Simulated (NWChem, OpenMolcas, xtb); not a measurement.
# GeH3F (fluorogermane): methods side by side

GeH3F has 5 atoms, charge 0, and is taken as a singlet. As SMILES, `[F][GeH3]`. The coordinates come from a PBE0-D4/def2-TZVP relaxation.

Quantity: the dipole moment, in D. The values are calculated.

| level | kind | program | value (D) |
| --- | --- | --- | --- |
| GFN1-xTB | semi-empirical | xtb | 2.07 |
| HF/aug-cc-pVDZ | Hartree–Fock | OpenMolcas | 2.43 |
| SVWN5/aug-cc-pVDZ | LDA | OpenMolcas | 2.15 |
| PBE/aug-cc-pVDZ | GGA | OpenMolcas | 2.08 |
| M06-L/aug-cc-pVDZ | meta-GGA | OpenMolcas | 2.18 |
| BHLYP/aug-cc-pVDZ | global hybrid | OpenMolcas | 2.34 |
| M06-2X/aug-cc-pVDZ | hybrid meta-GGA | NWChem | 2.22 |
| wB97X/aug-cc-pVDZ | range-separated hybrid | NWChem | 2.26 |

All-electron rows without a relativistic Hamiltonian named are non-relativistic. The values span 2.07 to 2.43 D.
